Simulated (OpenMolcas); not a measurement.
## neutral nitrogen: thermal populations, Slater's ratio, worked from levels

```
Program             : OpenMolcas 26.06
Basis               : ANO-RCC-VTZP [4s3p2d1f]
Scalar Hamiltonian  : DKH2, point nucleus
Active space        : 5 electrons in 4 orbitals (2s 2p)
State averaging     : 2S+1 = 4 odd, 1 root; 2S+1 = 2 odd, 8 roots; 2S+1 = 4 even, 3 roots
Spin-orbit coupling : RASSI with atomic mean-field integrals over the reference wave functions, term energies averaged over their components
```

Methods: CASSCF; SS-CASPT2, IPEA 0.25 Eh, imaginary shift 0.1 Eh (closed shells correlated: 1s). Measured levels: NIST Handbook of Basic Atomic Spectroscopic Data.

**Thermal populations.** Z = Σ (2J + 1) exp(-E/kT) with k = 0.695035 cm-1/K, over the levels below. No other level of either list lies under 83200 cm-1, which is above 7 kT at each temperature.

```
          Level  2J + 1  SS-CASPT2  measured
2s2 2p3 4S* 3/2       4        0.0       0.0
2s2 2p3 2D* 3/2       4      19720     19233
2s2 2p3 2D* 5/2       6      19720     19224
2s2 2p3 2P* 3/2       4      29190     28839
2s2 2p3 2P* 1/2       2      29190     28839
```

```json
{"T (K)": "8000", "Z, SS-CASPT2": "4.320", "Z, measured levels": "4.348", "Ground level (%), SS-CASPT2": "92.6", "Ground level (%), measured levels": "92.0"}
{"T (K)": "12000", "Z, SS-CASPT2": "5.121", "Z, measured levels": "5.186", "Ground level (%), SS-CASPT2": "78.1", "Ground level (%), measured levels": "77.1"}
```

At 12000 K, kT = 8340 cm-1, and the computed levels give Z = 4.000 + 0.376 + 0.564 + 0.121 + 0.060 = 5.121.

**Slater's ratio.** With one set of orbitals, p3 has 2D* - 4S* = 9 F2 and 2P* - 2D* = 6 F2 (F2 = F²/25), a ratio of 2/3. Term energies are centres of gravity, weighted by 2J + 1.

```json
{"Source": "CASSCF", "2D* - 4S*": "23008", "2P* - 4S*": "30329", "F2 from the first": "2556", "Ratio": "0.318"}
{"Source": "SS-CASPT2", "2D* - 4S*": "19717", "2P* - 4S*": "29190", "F2 from the first": "2191", "Ratio": "0.480"}
{"Source": "measured", "2D* - 4S*": "19228", "2P* - 4S*": "28839", "F2 from the first": "2136", "Ratio": "0.500"}
```

Energies in cm-1. A ratio away from 2/3 shows effects beyond one configuration with one set of orbitals, and in heavier atoms second-order spin-orbit shifts. In CASSCF the valence s occupation is 1.94 in 2P* against 2.00 in 2D*: mixing out of s² acts most on 2P* and pulls it down.

CASPT2 breaks the degeneracy within a term, and the mean is taken; among the terms shown or strongly mixed into the levels shown the widest spread is 88 cm-1 (2s2 2p3 2D*, SS-CASPT2). Without dynamic correlation excited terms often stand tens of per cent too high (terms of higher spin than the ground term too low), and those without a measured partner can miss by more than the paired ones (holds for CASSCF). Computed and measured levels are paired by configuration, term and J; levels that our copy of the source lacks, or whose pairing is in doubt (as where it misses far off the trend of its configuration), stay unpaired and out of the deviations. Only configurations of the active space appear.

* marks odd parity.
